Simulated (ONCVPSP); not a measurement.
Which change was made? (Sb, ONCV)

Sb (Z = 51), optimised norm-conserving Vanderbilt (ONCV), made with ONCVPSP 4.0.1 (PBEsol, non-relativistic). Core [Kr], reference 4d10 5s2 5p3. Waves: 5s: rc 2.05 bohr, ncon 4, nbas 8, qcut 3.5 1/bohr, 2 projectors, debl 2.1 Ha; 5p: rc 2.35 bohr, ncon 4, nbas 7, qcut 3.8 1/bohr, 2 projectors, debl 1.9 Ha; 4d: rc 1.25 bohr, ncon 4, nbas 9, qcut 11.7 1/bohr, 2 projectors, debl 1.1 Ha. Local part: polynomial inside 1.05 bohr (lpopt 5, dvloc0 4 Ha). Core correction: polynomial model core, fcfact 0.2.

In the d channel the program set the typed energies aside and used -1.293, 0.250 Ha.

Cutoffs, loose and tight: the cutoffs (Ha) at which the residual kinetic energy of the hardest occupied pseudo-wave falls to 1 and 0.1 mHa per electron. They do not see the model core or the augmentation charge, which bear on the density cutoff. Test errors are all-electron minus pseudo excitation energies from the reference, over the configurations 4d10 5s2 5p2; 4d10 5s2 5p1; 4d10 5s2 5p0; 4d10 5s0 5p5; variants that change the core or the reference have their own tests.

The base gives: outcome: generated, projector energies reset by the program; cutoff, loose: 48 Ha; cutoff, tight: 56 Ha; bound ghosts: s; GHOST(+) flags above zero: p; largest test error (meV): -6.4.

Q: After one change the result is: outcome: generated, projector energies reset by the program; cutoff, loose: 177 Ha; cutoff, tight: 206 Ha; bound ghosts: s; GHOST(+) flags above zero: p; largest test error (meV): -15. Which change was it?
A. s: qcut 2.2; p: qcut 2.4; d: qcut 7.3
B. s: qcut 2.6; p: qcut 2.8; d: qcut 8.7
C. s: qcut 4.3; p: qcut 4.7; d: qcut 14.3

A: A. The others give: s: qcut 2.6; p: qcut 2.8; d: qcut 8.7 → outcome: generated, projector energies reset by the program; cutoff, loose: 40 Ha; cutoff, tight: 175 Ha; bound ghosts: s; GHOST(+) flags above zero: p; largest test error (meV): -13 | s: qcut 4.3; p: qcut 4.7; d: qcut 14.3 → outcome: failed: ERROR pspot: first pseudo wave function has node, program will stop.
